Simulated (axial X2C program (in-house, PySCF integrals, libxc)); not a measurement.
# Low determinants of Pt

Calculated with an axial X2C code built on PySCF integrals, basis dyall-cv3z (cores contracted in-house), spin-free (one-electron X2C) and two-component (2c, atomic mean-field Coulomb and Gaunt terms). Energies in eV from the lowest row of each column (rows without correlated energies are left out; n/a marks j-coupled starts, which PBE0 does not hold); electrons by l are Mulliken totals of the Hartree–Fock solution, and PBE0 can relax to another configuration under the same block occupation. Coupled cluster uses truncated natural virtuals with an MP2 remainder. Frozen shells in the correlated columns: 5 s, 4 p, 2 d, 1 f.

The low spin-free determinants:

| electrons by l | M_S, M_L | HF | MP2 | CCSD(T) | PBE0 |
| --- | --- | --- | --- | --- | --- |
| s11 p24 d29 f14 | 1, 0 | 0.00 | 0.00 | 0.00 | 0.00 |
| s11 p24 d29 f14 | 1, 1 | 0.08 | 0.03 | 0.03 | 0.05 |
| s11 p24 d29 f14 | 1, 2 | 0.06 | 0.04 | 0.04 | 0.13 |
| s11 p24 d29 f14 | 0, 2 | 0.36 | 0.29 | 0.22 | 0.34 |
| s11 p24 d29 f14 | 0, 1 | 0.44 | 0.35 | 0.23 | 0.35 |
| s10 p24 d30 f14 | 0, 0 | 1.09 | 0.27 | 0.42 | 0.60 |
| s12 p24 d28 f14 | 1, 3 | 0.43 | 0.66 | 0.51 | 0.88 |

And the two-component ones:

```csv
electrons by l,2M_J,HF,MP2,CCSD(T),PBE0
s11 p24 d29 f14,6,0.00,0.00,0.00,0.00
s11 p24 d29 f14,4,0.06,0.04,0.02,0.00
s11 p24 d29 f14,2,0.08,0.09,0.04,0.10
s11.3 p24 d28.7 f14,2,0.19,0.16,0.08,0.19
s12 p24 d28 f14,8,0.05,0.28,0.13,0.39
s11.1 p24 d28.9 f14,4,0.30,0.23,0.15,0.16
```

Ground level as tabulated from the NIST Atomic Spectra Database (leading term): 2S+1 = 3, L = 2, J = 3.

Spin-free rows of one term, and 2c rows of one J level, should be degenerate; broken spherical symmetry, the missing current term of PBE0 and determinants that mix terms or J levels spread them. The search is wide but not exhaustive and can miss a configuration; gaps between s and d configurations can be off by some tenths of an eV with this basis and core.

The run took 6.9 min on 1 thread of Arm Neoverse V1 (shared host).
